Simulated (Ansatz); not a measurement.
Isolated molecules relaxed with PBE0-D4/def2-TZVP in Ansatz; ΔE leaves out vibrations. CCSD(T)/CBS is the MP2 limit (def2-TZVPP, def2-QZVPP) plus CCSD(T) − MP2 in def2-TZVPP, frozen cores. DFT in def2-TZVPP. For Ge, Se outer-core shells are correlated without core-valence functions, which leaves a few kJ/mol of doubt a bond. Scalar relativity is left out up to krypton. One conformer a species, not always the lowest.

Reaction (redistribution): `N[SiH](N)[GeH3]` + `C[Se]C=N` → `N=C[SiH](N)N` + `C[Se][GeH3]`

`N[SiH](N)[GeH3]`:

Cartesian coordinates in Å:
```
N -0.221 1.123 1.395
Si 0.549 0.348 0.077
N 1.576 -0.869 0.712
Ge -1.236 -0.394 -1.330
H -1.101 1.598 1.279
H 0.321 1.514 2.150
H 1.478 1.180 -0.749
H 2.412 -1.130 0.217
H 1.204 -1.635 1.251
H -2.280 0.710 -1.601
H -1.993 -1.582 -0.701
H -0.709 -0.864 -2.700
```

`C[Se]C=N`:

```xyz
9

C    -1.329   -0.945    0.205
Se   -0.917    0.953    0.186
C     0.942    0.784   -0.142
N     1.678    1.799   -0.239
H    -2.402   -1.024    0.373
H    -0.803   -1.444    1.017
H    -1.084   -1.400   -0.754
H     1.269   -0.260   -0.231
H     2.647    1.538   -0.416
```

`N=C[SiH](N)N`:

Cartesian coordinates in Å:
```
N 1.209 -1.624 -0.873
C 0.663 -0.510 -1.153
Si -0.596 0.246 0.048
N -0.308 1.876 0.467
N -0.470 -0.786 1.388
H 1.862 -1.925 -1.599
H 0.903 0.028 -2.085
H -1.902 0.309 -0.673
H -0.801 2.637 0.035
H 0.493 2.174 0.997
H -1.072 -0.767 2.191
H 0.020 -1.658 1.258
```

`C[Se][GeH3]`:

```xyz
9

C     0.701   -1.398   -0.459
Se    0.058   -0.731    1.264
Ge   -0.687    1.352    0.489
H    -0.118   -1.460   -1.173
H     1.096   -2.396   -0.273
H     1.495   -0.760   -0.841
H    -1.262    2.095    1.701
H    -1.770    1.159   -0.588
H     0.487    2.140   -0.120
```

CCSD(T)/CBS gives -65.8 kJ/mol.

**Question.** Another level gave -67.1 kJ/mol. Which?
A. r2SCAN/def2-TZVPP
B. CCSD/def2-TZVPP
C. B2PLYP/def2-TZVPP
D. PBE-D4/def2-TZVPP

**Answer.** B. CCSD/def2-TZVPP -67.1, r2SCAN -51.8, B2PLYP -62.0, PBE-D4 -44.0 kJ/mol.

Largest T1 diagnostic among the species: 0.011.

From PBE to PBE0 (25 % exact exchange), in def2-TZVPP and without D4, ΔE moves by −11.0 kJ/mol. In def2-TZVPP, CCSD(T) changes the Hartree–Fock value by +21.2 kJ/mol (the triples alone add +3.3 kJ/mol) and MP2 by +20.4 kJ/mol.
